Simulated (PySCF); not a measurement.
# Relaxation of singlet [BiO3]-

All numbers come from PySCF, PBE0, basis Bi def2-SVPD with ECP60, O def2-SVPD (scalar-relativistic core potentials, no spin–orbit coupling, density fitting). A (50,194) grid was used.

A hand-made T-shaped start, of C2v symmetry, held to at least that symmetry:

```xyz
4
charge -1 multiplicity 1, angstrom
Bi    0.0000    0.0000   -0.1318
O     0.0000    0.0000    1.8482
O     1.9788    0.0000   -0.0627
O    -1.9788    0.0000   -0.0627
```

At each step, columns x, y, z (Å) and Fx, Fy, Fz (eV/Å):

```
step 0  E − E(last) = 204.54 kJ/mol
Bi   0.000   0.000  -0.132   0.000   0.000   4.094
O    0.000   0.000   1.848   0.000   0.000  -0.239
O    1.979   0.000  -0.063   0.725   0.000  -1.927
O   -1.979   0.000  -0.063  -0.725   0.000  -1.927
step 1  E − E(last) = 110.25 kJ/mol
Bi   0.000   0.000   0.035   0.000   0.000   1.540
O    0.000   0.000   1.967   0.000   0.000   0.897
O    2.010   0.000  -0.206  -0.766   0.000  -1.219
O   -2.010   0.000  -0.206   0.766   0.000  -1.219
step 2  E − E(last) = 50.28 kJ/mol
Bi   0.000   0.000   0.205   0.000   0.000  -0.321
O    0.000   0.000   2.138   0.000   0.000   0.860
O    1.970   0.000  -0.376  -1.600   0.000  -0.269
O   -1.970   0.000  -0.376   1.600   0.000  -0.269
step 3  E − E(last) = 21.35 kJ/mol
Bi   0.000   0.000   0.292   0.000   0.000  -0.449
O    0.000   0.000   2.246   0.000   0.000   0.322
O    1.885   0.000  -0.474  -1.347   0.000   0.064
O   -1.885   0.000  -0.474   1.347   0.000   0.064
step 4  E − E(last) = 2.15 kJ/mol
Bi   0.000   0.000   0.355   0.000   0.000   0.143
O    0.000   0.000   2.323   0.000   0.000   0.066
O    1.764   0.000  -0.543  -0.229   0.000  -0.104
O   -1.764   0.000  -0.543   0.229   0.000  -0.104
step 5  E − E(last) = 0.12 kJ/mol
Bi   0.000   0.000   0.399   0.000   0.000  -0.187
O    0.000   0.000   2.369   0.000   0.000   0.030
O    1.715   0.000  -0.589  -0.147   0.000   0.079
O   -1.715   0.000  -0.589   0.147   0.000   0.079
step 6  E − E(last) = 0.02 kJ/mol
Bi   0.000   0.000   0.397   0.000   0.000   0.090
O    0.000   0.000   2.370   0.000   0.000  -0.014
O    1.706   0.000  -0.588   0.059   0.000  -0.038
O   -1.706   0.000  -0.588  -0.059   0.000  -0.038
step 7  E − E(last) = 0.00 kJ/mol
Bi   0.000   0.000   0.398   0.000   0.000  -0.001
O    0.000   0.000   2.371   0.000   0.000   0.000
O    1.707   0.000  -0.589  -0.001   0.000   0.001
O   -1.707   0.000  -0.589   0.001   0.000   0.001
```

It ends at D3h with Bi–O 1.972 Å (×3); O–Bi–O 120.0° (×3) (after a last refinement on a finer grid). A frequency run shows a minimum. Other isomers or separated fragments may lie lower.

With an element this heavy the missing spin–orbit coupling can shift these numbers.
